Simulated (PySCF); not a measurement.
H₇NO₂Si₂, SMILES N[Si@H](O)O[SiH3].

The structure is a stationary point at PBE-D3(BJ)/def2-SVP. The structure was generated by enumeration; whether it is a known compound was not checked. One conformer was computed; it need not be the lowest.

Calculation: PBE-D3(BJ)/def2-SVP (PySCF).

Frequencies are harmonic and unscaled.

Computed harmonic wavenumbers and intensities:
```
mode  ν (cm⁻¹)  IR (km/mol)  moving atoms (share of kinetic energy)
----  --------  -----------  --------------------------------------
1           35          4.6         O 41 %, H 22 %, N 21 %, Si 16 %
2           83          4.2                 O 50 %, Si 31 %, H 17 %
3           96          0.4                                  H 92 %
4          194          2.3                  H 52 %, O 25 %, N 18 %
5          218         60.4                    H 78 %, O 9 %, N 9 %
6          273         21.5         H 39 %, O 30 %, Si 21 %, N 11 %
7          359         57.9         H 36 %, Si 28 %, O 26 %, N 10 %
8          368         15.8                 H 48 %, O 34 %, Si 15 %
9          427        205.2                          H 67 %, N 29 %
10         600          7.5                 Si 45 %, H 26 %, O 24 %
11         694         25.7                          H 85 %, Si 9 %
12         716         28.4                  H 79 %, O 11 %, Si 9 %
13         729         42.2                  H 75 %, N 10 %, Si 8 %
14         781        179.0                          H 78 %, O 15 %
15         787         26.5                          H 49 %, O 36 %
16         859         55.2                 H 38 %, N 34 %, Si 24 %
17         885        233.3                 H 66 %, Si 20 %, O 13 %
18         916         72.8                                  H 94 %
19         918         67.2                                  H 96 %
20         935        248.5          H 49 %, Si 31 %, O 11 %, N 9 %
21         964        327.1                  H 72 %, Si 18 %, O 9 %
22        1033        340.3                 O 67 %, Si 18 %, H 14 %
23        1490         52.2                          H 89 %, N 11 %
24        2157        111.5                                  H 97 %
25        2168        114.1                                  H 97 %
26        2178        137.6                                  H 96 %
27        2207        145.8                                  H 97 %
28        3485         22.1                                  H 96 %
29        3582         24.7                           H 91 %, N 9 %
30        3770         68.0                                  H 94 %
```
